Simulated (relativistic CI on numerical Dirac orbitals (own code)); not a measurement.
Level scheme of Dy⁴⁷⁺

These numbers are calculated, not measured: Dirac-Coulomb-Breit CI, separate exchange-only KLI orbitals for each configuration, model QED (radiative potential, 1s self-energy scaled to tabulated hydrogen-like ionisation energies), unscaled Slater integrals (own radial code, finite nucleus).

Configurations in the expansion (outside the closed core [Ne]): 3s2 3p6 3d, 3s2 3p5 3d2, 3s 3p6 3d2, 3s2 3p6 4s, 3s2 3p6 4p, 3s2 3p6 4d, 3s2 3p5 3d 4s, 3s2 3p6 4f, 3s2 3p5 3d 4p, 3p6 3d3, 3p5 3d4, 3p5 3d3 4s. Double excitations out of closed p, d and f shells are left out; levels of such configurations are missing from the list, as are those of other unlisted configurations, and high levels can miss mixing partners. These lack a partner that the ground configuration has and come out too high: 3s2 3p5 3d 4p.

The lowest level is 3s2 3p6 3d 2D_3/2, with 100 % of that term; Hund's rules for 3s2 3p6 3d give 2D with J = 3/2, in agreement.

| No. | Configuration | Term | J | E (eV) | % | Landé g | jj configuration (%) |
| --- | --- | --- | --- | --- | --- | --- | --- |
| 1 | 3s2 3p6 3d | 2D | 3/2 | 0.000 | 100 | 0.790 | 3d3/2 (100) |
| 2 | 3s2 3p6 3d | 2D | 5/2 | 44.965 | 100 | 1.191 | 3d5/2 (100) |
| 3 | 3p5 3d2(3F) | 4D° | 3/2 | 216.842 | 44 | 0.970 | 3p3/2^3 3d3/2^2 (97) |
| 4 | 3p5 3d2(3F) | 4D° | 1/2 | 217.119 | 86 | 0.107 | 3p3/2^3 3d3/2^2 (90) |
| 5 | 3p5 3d2(3F) | 4F° | 5/2 | 222.944 | 36 | 1.011 | 3p3/2^3 3d3/2^2 (96) |
| 6 | 3p5 3d2(3F) | 2G° | 7/2 | 225.849 | 34 | 1.011 | 3p3/2^3 3d3/2^2 (99) |
| 7 | 3p5 3d2(3P) | 4P° | 3/2 | 244.029 | 28 | 1.345 | 3p3/2^3 3d3/2^2 (93) |
| 8 | 3p5 3d2(3F) | 4D° | 5/2 | 257.139 | 50 | 1.260 | 3p3/2^3 3d3/2 3d5/2 (98) |
| 9 | 3p5 3d2(3F) | 4G° | 9/2 | 261.495 | 71 | 1.169 | 3p3/2^3 3d3/2 3d5/2 (100) |
| 10 | 3p5 3d2(3F) | 4F° | 7/2 | 263.487 | 44 | 1.258 | 3p3/2^3 3d3/2 3d5/2 (94) |
| 11 | 3p5 3d2(3F) | 4D° | 3/2 | 266.915 | 43 | 1.073 | 3p3/2^3 3d3/2 3d5/2 (93) |
| 12 | 3p5 3d2(3P) | 4P° | 5/2 | 268.853 | 44 | 1.236 | 3p3/2^3 3d3/2 3d5/2 (98) |
| 13 | 3p5 3d2(1G) | 2H° | 11/2 | 270.716 | 60 | 1.154 | 3p3/2^3 3d3/2 3d5/2 (95) |
| 14 | 3p5 3d2(3F) | 2G° | 7/2 | 272.107 | 42 | 1.084 | 3p3/2^3 3d3/2 3d5/2 (99) |
| 15 | 3p5 3d2(3P) | 4P° | 1/2 | 277.653 | 33 | 1.635 | 3p3/2^3 3d3/2 3d5/2 (98) |
| 16 | 3p5 3d2(1G) | 2F° | 7/2 | 281.336 | 40 | 1.156 | 3p3/2^3 3d3/2 3d5/2 (96) |
| 17 | 3p5 3d2(3P) | 4D° | 5/2 | 283.222 | 46 | 1.238 | 3p3/2^3 3d3/2 3d5/2 (98) |
| 18 | 3p5 3d2(1G) | 2G° | 9/2 | 285.717 | 56 | 1.125 | 3p3/2^3 3d3/2 3d5/2 (94) |
| 19 | 3p5 3d2(3P) | 4S° | 3/2 | 285.844 | 31 | 1.397 | 3p3/2^3 3d3/2 3d5/2 (97) |
| 20 | 3p5 3d2(3P) | 2D° | 3/2 | 301.008 | 40 | 0.858 | 3p3/2^3 3d3/2 3d5/2 (90) |
| 21 | 3p5 3d2(3F) | 4G° | 11/2 | 307.663 | 60 | 1.191 | 3p3/2^3 3d5/2^2 (95) |
| 22 | 3p5 3d2(1G) | 2F° | 5/2 | 308.731 | 72 | 0.876 | 3p3/2^3 3d3/2 3d5/2 (87) |
| 23 | 3p5 3d2(1D) | 2D° | 5/2 | 313.479 | 44 | 1.181 | 3p3/2^3 3d5/2^2 (94) |
| 24 | 3p5 3d2(1D) | 2P° | 1/2 | 314.673 | 72 | 0.715 | 3p3/2^3 3d3/2 3d5/2 (76) |
| 25 | 3p5 3d2(1G) | 2G° | 9/2 | 317.162 | 48 | 1.162 | 3p3/2^3 3d5/2^2 (94) |
| 26 | 3p5 3d2(1D) | 2F° | 7/2 | 319.014 | 51 | 1.224 | 3p3/2^3 3d5/2^2 (97) |
| 27 | 3p5 3d2(3P) | 2P° | 1/2 | 326.040 | 54 | 1.112 | 3p3/2^3 3d5/2^2 (86) |
| 28 | 3p5 3d2(3F) | 2F° | 7/2 | 339.791 | 38 | 1.137 | 3p3/2^3 3d5/2^2 (92) |
| 29 | 3p5 3d2(1S) | 2P° | 3/2 | 346.361 | 54 | 1.264 | 3p3/2^3 3d5/2^2 (98) |
| 30 | 3p5 3d2(3F) | 2D° | 5/2 | 353.540 | 47 | 1.166 | 3p3/2^3 3d5/2^2 (87) |
| 31 | 3p5 3d2(1S) | 2P° | 3/2 | 356.834 | 55 | 1.340 | 3p3/2^3 3d5/2^2 (90) |
| 32 | 3p5 3d2(3F) | 4G° | 5/2 | 422.957 | 46 | 0.747 | 3p1/2 3p3/2^4 3d3/2^2 (97) |
| 33 | 3p5 3d2(3F) | 4G° | 7/2 | 460.259 | 48 | 1.011 | 3p1/2 3p3/2^4 3d3/2 3d5/2 (99) |
| 34 | 3p5 3d2(3P) | 2P° | 1/2 | 460.295 | 55 | 0.633 | 3p1/2 3p3/2^4 3d3/2^2 (94) |
| 35 | 3s2 3p5 3d2 | 2D° | 5/2 | 463.114 | 29 | 1.054 | 3p1/2 3p3/2^4 3d3/2 3d5/2 (98) |
| 36 | 3p5 3d2(3F) | 2D° | 3/2 | 463.446 | 58 | 0.767 | 3p1/2 3p3/2^4 3d3/2^2 (59) |
| 37 | 3p5 3d2(1D) | 2D° | 3/2 | 470.176 | 36 | 1.154 | 3p1/2 3p3/2^4 3d3/2 3d5/2 (63) |
| 38 | 3p5 3d2(3P) | 4P° | 1/2 | 470.346 | 44 | 1.737 | 3p1/2 3p3/2^4 3d3/2 3d5/2 (99) |
| 39 | 3p5 3d2(1G) | 2H° | 9/2 | 472.263 | 45 | 1.034 | 3p1/2 3p3/2^4 3d3/2 3d5/2 (97) |
| 40 | 3p5 3d2(3F) | 2F° | 7/2 | 497.262 | 51 | 1.211 | 3p1/2 3p3/2^4 3d3/2 3d5/2 (74) |
| 41 | 3p5 3d2(3F) | 2D° | 5/2 | 500.038 | 49 | 1.141 | 3p1/2 3p3/2^4 3d3/2 3d5/2 (94) |
| 42 | 3p5 3d2(3P) | 2P° | 3/2 | 506.768 | 53 | 1.261 | 3p1/2 3p3/2^4 3d3/2 3d5/2 (92) |
| 43 | 3p5 3d2(1G) | 2F° | 7/2 | 509.435 | 40 | 1.111 | 3p1/2 3p3/2^4 3d5/2^2 (75) |
| 44 | 3p5 3d2(3F) | 2G° | 9/2 | 514.098 | 42 | 1.098 | 3p1/2 3p3/2^4 3d5/2^2 (97) |
| 45 | 3s2 3p5 3d2 | 2P° | 3/2 | 516.410 | 32 | 1.405 | 3p1/2 3p3/2^4 3d5/2^2 (96) |

Energies count from the lowest computed level; ° marks odd parity. Percentages are summed over parent terms; the parents shown are those of the largest component, closed shells are left out there. Filled j subshells are mostly left out of the jj labels.

The mean weight of the leading LS term, summed over parents, in these 45 levels is 50 %, and that of the leading jj configuration (from the same eigenvectors) 92 %, so jj coupling describes them better and the LS labels are nominal.

At this charge energies of transitions that change n are usually good to better than 1 %, and those within a shell (Δn = 0) to a few per cent.

LS names give the leading component of a level, which can be under half, so a name can repeat, a term be missing and a line seem to break the LS rules.
